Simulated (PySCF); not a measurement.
**An excited-state table with gaps**

C4H12Ge.
Z-matrix (Å and degrees, PBE0-D3(BJ)/def2-SVP geometry), rows numbered from 1:
```
C 
C   1  1.5203
C   2  1.5297  1  115.13
C   3  1.5257  2  111.49  1  -176.45
Ge  3  1.9756  2  112.51  1    59.38
H   1  1.1003  2  111.25  3   175.68
H   1  1.1021  2  111.29  3    55.68
H   1  1.1018  2  111.99  3   -64.36
H   2  1.1052  1  109.62  3   123.31
H   2  1.1058  1  109.14  3  -121.73
H   3  1.1056  2  108.31  1   -56.85
H   4  1.1029  3  111.40  2   -62.75
H   4  1.1034  3  110.90  2    56.35
H   4  1.1006  3  112.22  2   176.72
H   5  1.5414  3  112.63  2   -73.19
H   5  1.5444  3  109.47  2    47.60
H   5  1.5426  3  109.42  2   166.44
```

Computed with TDDFT CAM-B3LYP/def2-SVPD, vertical, gas phase, core orbitals frozen in the response (PySCF). Relativistic effects, spin–orbit coupling among them, are left out although an element past zinc is present.

Lowest singlets, with some entries withheld (?).

```tsv
state	ν̃ (cm⁻¹)	f	main configurations (H = HOMO, L = LUMO)
S1	60490	0.0086	H→L (83%), H→L+1 (12%)
S2	65670	0.145	H→L+2 (35%), H→L+3 (26%), H→L+1 (16%)
S3	65760	0.064	H→L+1 (54%), H→L+3 (21%)
S4	66810	0.081	H→L+2 (32%), H→L+3 (22%), H→L+4 (16%)
S5	69540	0.077	H→L+4 (49%), H-1→L (16%), H-2→L (11%)
S6	?	0.057	H-2→L (37%), H-1→L (19%), H→L+4 (15%)
S7	?	0.100	H-1→L (47%), H-2→L (30%)
S8	?	0.187	H→L+5 (72%), H→L+6 (11%)
S9	?	0.045	H→L+6 (40%), H-2→L+1 (16%)
S10	?	0.026	H-1→L+1 (41%), H-2→L+1 (24%)
```

(1) What stands in place of each question mark?

(2) What is the mean static polarisability from the same response equations?

(3) What is the vertical ionisation energy by ΔSCF at this level?

(4) How far apart are S3 and S5, in eV and cm⁻¹?

Results:

(1) 
- S6: ν̃ = 69780 cm⁻¹
- S7: ν̃ = 69980 cm⁻¹
- S8: ν̃ = 70860 cm⁻¹
- S9: ν̃ = 71110 cm⁻¹
- S10: ν̃ = 71380 cm⁻¹

(2) 82.4 au (12.22 Å³), with principal values 72.5, 85.6 and 89.2 au.

(3) 9.94 eV; −ε(HOMO) is 9.22 eV.

(4) 8.622 − 8.154 = 0.468 eV, or about 3770 cm⁻¹.

One conformer stands for the species.
